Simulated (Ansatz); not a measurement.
Ta₃S₈, relaxed as a doublet with UKS PBE-D4/def2-SVP in Ansatz, starting from the GFN2-xTB geometry. Force threshold 0.03 eV/Å.

In the def2 sets Ta takes a core potential; there is no spin–orbit coupling. The relaxation made no stability test and no search for a lower SCF solution.

Start:

Cartesian coordinates in Å:
```
Ta -1.908 0.747 -0.380
Ta 1.587 1.077 -0.756
Ta 0.296 -1.851 1.179
S 0.092 0.964 1.274
S -0.079 -0.823 -1.334
S -2.682 2.486 -1.654
S -3.951 -0.110 0.192
S 3.779 0.624 -0.497
S 1.835 2.963 -2.006
S 2.252 -2.850 1.800
S -1.220 -3.228 2.183
```

```json
{"step": "1", "energy (eV)": "-91289.0313", "largest force component (eV/Å)": "2.190", "SCF passes": "39"}
{"step": "2", "energy (eV)": "-91290.1820", "largest force component (eV/Å)": "1.219", "SCF passes": "34"}
{"step": "3", "energy (eV)": "-91290.7897", "largest force component (eV/Å)": "0.496", "SCF passes": "33"}
{"step": "4", "energy (eV)": "-91290.9814", "largest force component (eV/Å)": "0.218", "SCF passes": "33"}
{"step": "5", "energy (eV)": "-91291.0302", "largest force component (eV/Å)": "0.157", "SCF passes": "32"}
{"step": "6", "energy (eV)": "-91291.0442", "largest force component (eV/Å)": "0.107", "SCF passes": "32"}
{"step": "7", "energy (eV)": "-91291.2502", "largest force component (eV/Å)": "0.277", "SCF passes": "35"}
{"step": "8", "energy (eV)": "-91291.5814", "largest force component (eV/Å)": "0.538", "SCF passes": "36"}
{"step": "9", "energy (eV)": "-91291.8672", "largest force component (eV/Å)": "0.285", "SCF passes": "34"}
{"step": "10", "energy (eV)": "-91291.9998", "largest force component (eV/Å)": "0.262", "SCF passes": "33"}
{"step": "11 (rejected)", "energy (eV)": "-91291.9970", "largest force component (eV/Å)": "0.308", "SCF passes": "32"}
{"step": "13", "energy (eV)": "-91292.0083", "largest force component (eV/Å)": "0.010", "SCF passes": "28"}
{"step": "15", "energy (eV)": "-91292.0084", "largest force component (eV/Å)": "0.008", "SCF passes": "28"}
{"step": "17", "energy (eV)": "-91292.0084", "largest force component (eV/Å)": "0.013", "SCF passes": "29"}
{"step": "19", "energy (eV)": "-91292.0088", "largest force component (eV/Å)": "0.068", "SCF passes": "32"}
{"step": "21", "energy (eV)": "-91292.0138", "largest force component (eV/Å)": "0.103", "SCF passes": "33"}
{"step": "23", "energy (eV)": "-91292.0191", "largest force component (eV/Å)": "0.338", "SCF passes": "33"}
{"step": "25", "energy (eV)": "-91292.0589", "largest force component (eV/Å)": "0.603", "SCF passes": "39"}
{"step": "27", "energy (eV)": "-91292.2318", "largest force component (eV/Å)": "0.712", "SCF passes": "52"}
{"step": "29", "energy (eV)": "-91292.5277", "largest force component (eV/Å)": "0.863", "SCF passes": "37"}
{"step": "31 (rejected)", "energy (eV)": "-91292.4245", "largest force component (eV/Å)": "1.524", "SCF passes": "42"}
{"step": "33", "energy (eV)": "-91292.6352", "largest force component (eV/Å)": "0.220", "SCF passes": "36"}
{"step": "35", "energy (eV)": "-91292.6937", "largest force component (eV/Å)": "0.329", "SCF passes": "41"}
{"step": "37", "energy (eV)": "-91292.8859", "largest force component (eV/Å)": "0.663", "SCF passes": "45"}
{"step": "39", "energy (eV)": "-91293.1384", "largest force component (eV/Å)": "0.544", "SCF passes": "35"}
{"step": "41", "energy (eV)": "-91293.1649", "largest force component (eV/Å)": "0.061", "SCF passes": "31"}
{"step": "43", "energy (eV)": "-91293.1660", "largest force component (eV/Å)": "0.009", "SCF passes": "27"}
```

Force components are those of the run's own axes.

End:

Cartesian coordinates in Å:
```
Ta -1.600 -0.145 -0.104
Ta 0.797 1.786 -0.552
Ta 1.047 -1.687 0.432
S -0.572 1.763 1.378
S -0.741 -2.224 -1.002
S -0.991 1.252 -1.986
S -3.762 -0.270 0.003
S 2.468 0.063 -0.405
S 1.608 3.769 -0.964
S 2.130 -3.464 1.084
S -0.385 -0.843 2.116
```

Bonds lost: Ta2–S5, Ta3–S4 (atoms count from 1). Bonds formed: Ta1–S11, Ta2–S6, Ta3–S8 (atoms count from 1).

The force fell under the threshold at step 13, but the optimiser went on and released 1.158 eV more. No frequencies were taken in this run, so the end may be a saddle point.

Hardware: 4 threads of Arm Neoverse V2 on a shared host. Wall time 9.2 min, peak host memory 0.63 GiB.
